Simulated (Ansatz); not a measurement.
`N[B](N)[AlH2]` + `CC1=CC1` → `CC1=[C]([AlH2])C1` + `NBN`  (formal exchange of groups at the Al–B bond)

Calculated with Ansatz (gas phase, PBE0-D4/def2-TZVP geometries, no zero-point term in ΔE). CCSD(T)/CBS adds triple-zeta CCSD(T) − MP2 to the extrapolated MP2 energy (def2 sets, frozen cores). DFT in def2-TZVPP. Each species was taken in one conformer, which may not be the lowest.

```json
{"level": "PBE0", "ΔE (eV)": "-0.77"}
{"level": "SCS-MP2/def2-TZVPP", "ΔE (eV)": "-0.92"}
{"level": "HF/def2-QZVPP", "ΔE (eV)": "-0.97"}
{"level": "SCS-MP2/def2-QZVPP", "ΔE (eV)": "-0.92"}
```

(1) What does CCSD(T)/CBS give? (An estimate is asked.)

Largest T1 diagnostic among the species: 0.012.

Answers

(1) Ansatz gave: -0.85 eV. The listed levels differ from it by 0.08, -0.07, -0.12, -0.07 eV.

From PBE to PBE0 (25 % exact exchange), in def2-TZVPP and without D4, ΔE moves by −0.04 eV.
